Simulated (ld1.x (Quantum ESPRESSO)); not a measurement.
**C (Z = 6) TM semilocal: all-electron and pseudo phase curves**

ld1.x (Quantum ESPRESSO) 7.5 input, shortened:

```
&input
   title='C', zed=6., rel=1, dft='PBESOL', iswitch=3,
   config='[He] 2s1.5 2p2.5'
 /
 &inputp
   pseudotype=1, tm=.true., lloc=1,
   nlcc=.true.
 /
2
2S  1  0   1.50   0.00  0.95  0.95  0.0
2P  2  1   2.50   0.00  3.25  3.25  0.0
 &test
   configts(1)='2s1.5 2p2.5'
 /
```

The phase is arctan(r·u′/u) with u = r·R(r), unwrapped; energies in Ry, scanned from -3 to 5 Ry. A pole is an energy at which the radial function vanishes at the test radius. The pseudo phase is shifted by a multiple of π to meet the all-electron one at the reference energy, and phase errors are pseudo minus all-electron; the curves can meet again beyond the range given. Levels narrower than the energy grid can be missing from the lists of poles.

| channel | radius (bohr) | reference energy (Ry) | poles, all-electron | poles, pseudo | unbroken range about the reference energy with phases within 0.05 rad | phase error 1 Ry above the reference energy (rad) |
| --- | --- | --- | --- | --- | --- | --- |
| s | 3.54 | -1.02 | -0.96, 1.97 | -0.96, 1.95 | below 3.7 | -0.001 |
| p | 3.54 | -0.40 | -0.29, 2.16 | -0.29, 2.83 | below 0.1 | +0.310 |

Phases in the s channel:

```
E (Ry)  all-electron  pseudo
 -3.00         1.399   1.399
 -2.52         1.380   1.380
 -2.04         1.352   1.352
 -1.56         1.298   1.298
 -1.08         0.211   0.211
 -0.60        -1.832  -1.832
 -0.12        -2.019  -2.019
  0.36        -2.674  -2.679
  0.84        -4.197  -4.201
  1.32        -4.559  -4.561
  1.80        -4.683  -4.685
  2.28        -4.761  -4.763
  2.76        -4.836  -4.840
  3.24        -4.951  -4.962
  3.72        -5.300  -5.363
  4.20        -7.026  -7.142
  4.68        -7.591  -7.614
```
